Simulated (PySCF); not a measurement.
H₃O₃Si, SMILES O[Si](O)O (connectivity only; charge and spin as stated), charge +1, multiplicity 1.

Geometry: r2SCAN-D4/def2-SVP. The spin state was assumed, not searched. The isomer is the one that the SMILES or the coordinates give; other isomers of the formula were not compared. Other conformers were not sampled.

Computed with TDDFT-LC-ωPBE/def2-SVPD in PySCF.

Vertical excitations.  State labels are in the subgroup Cs.

```
state  symmetry  energy (eV)  λ (nm)      f                                              main pairs
-----  --------  -----------  ------  -----  ------------------------------------------------------
S1           A"         8.29     150  0.000                                          HOMO→LUMO 91 %
S2           A"         8.46     146  0.000                                        HOMO−2→LUMO 92 %
S3           A'         8.58     145  0.016                                        HOMO−1→LUMO 87 %
S4           A"         9.26     134  0.000                                      HOMO−1→LUMO+1 97 %
S5           A'         9.29     133  0.019  HOMO−3→LUMO 67 %, HOMO−2→LUMO+1 13 %, HOMO→LUMO+1 12 %
S6           A'         9.93     125  0.157                                        HOMO→LUMO+1 74 %
S7           A"         9.99     124  0.016                    HOMO−3→LUMO+1 79 %, HOMO−4→LUMO 16 %
S8           A'        10.12     123  0.015                                        HOMO−5→LUMO 80 %
S9           A'        10.23     121  0.216                    HOMO−2→LUMO+1 65 %, HOMO−3→LUMO 17 %
S10          A"        10.23     121  0.183                    HOMO−4→LUMO 68 %, HOMO−3→LUMO+1 17 %
T1           A"         7.80     159      0                                          HOMO→LUMO 87 %
T2           A"         7.95     156      0                                        HOMO−2→LUMO 89 %
T3           A'         8.01     155      0                                        HOMO−1→LUMO 88 %
T4           A'         8.42     147      0                                        HOMO→LUMO+1 92 %
```
Triplets are in the Tamm–Dancoff approximation, which puts them higher than full response would, so one can lie above its singlet here.
